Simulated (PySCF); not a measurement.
**How the method changes the constants of RbLi**

State: ¹Σ⁺ (singlet), closed shell. Set-up: PySCF, scalar-relativistic core potentials, basis sets Rb def2-SVP with ECP28, Li def2-SVP. De refers to Rb + Li in their ground configurations, without counterpoise correction. A positive dipole means Rb(−)Li(+).

| Level | Re (Å) | ωe (cm⁻¹) | De (eV) | μ (D) |
| --- | --- | --- | --- | --- |
| RHF-MP2 | 3.568 | 186 | 0.356 | n/a |
| RHF-SCS-MP2 | 3.587 | 184 | 0.431 | n/a |
| RHF-CCSD | 3.569 | 182 | 0.57 | n/a |
| RHF-CCSD(T) | 3.573 | 179 | 0.59 | n/a |
| LDA | 3.474 | 188 | 0.77 | -2.08 |
| PBE | 3.560 | 180 | 0.67 | -3.00 |
| BP86 | 3.558 | 179 | 0.63 | -2.73 |
| r²SCAN | 3.621 | 180 | 0.52 | -3.68 |
| PBE0 | 3.569 | 185 | 0.61 | -3.60 |
| M06 | 3.583 | 177 | 0.80 | -4.57 |
| CAM-B3LYP | 3.508 | 194 | 0.59 | -3.46 |

The bond length runs from 3.474 Å (LDA) to 3.621 Å (r²SCAN). De spans 0.36 eV (RHF-MP2, perturbation theory) to 0.80 eV (M06, hybrid meta-GGA).

Correlated steps freeze no core orbitals. Closed-shell solutions of metal pairs were not tested for spin polarisation, which can lower them a little. Correlated levels converge slowly with the basis: in double zeta they bind strong bonds too weakly, by up to about 1 eV, and carry superposition errors of some tenths. Where the molecule has an RHF reference, its open-shell atoms are computed with UHF.

The whole job (state search and all levels along the bond) took about 0.68 min on 1 thread of Arm Neoverse V2 (shared host), peak memory 0.42 GiB.
